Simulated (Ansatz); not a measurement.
V2S3. Charge 0, multiplicity 1. Geometry PBE-D4/def2-SVP, basis def2-TZVP, Ansatz.

```xyz
5

V     0.5306    0.5768   -1.6160
V     0.0606    0.0550   -0.0740
S    -0.8308   -0.8259    1.9107
S     2.0071    1.4422   -0.2893
S    -1.7676   -1.2481    0.0686
```

```csv
run,HOMO (eV),LUMO (eV)
A,-5.40,-4.09
B,-5.63,-3.93
C,-5.08,-4.35
D,-5.80,-3.73
E,-6.91,-2.85
F,-4.94,-4.38
```

B3LYP takes the VWN-RPA correlation. No other spin state of charge 0 was run. Another isomer (singlet) lies 2.66 eV lower at PBE0-D4/def2-TZVP; other spin states weren't run for this one.

Q: The runs used B3LYP, CAM-B3LYP, PBE, PBE0, r2SCAN, r2SCANh. Estimate which is which.

A: A r2SCANh (10 % exact exchange); B B3LYP (20 % exact exchange); C r2SCAN (0 % exact exchange); D PBE0 (25 % exact exchange); E CAM-B3LYP (range-separated); F PBE (0 % exact exchange). Exact exchange lowers occupied and raises empty levels; among semilocal functionals meta-GGAs tend to open the gap a little, and such runs are hard to tell apart. The gap grows from 0.56 eV (PBE) to 4.06 eV (CAM-B3LYP). This restricted singlet of an open-shell metal (gap down to 0.56 eV) wasn't tested against broken symmetry.
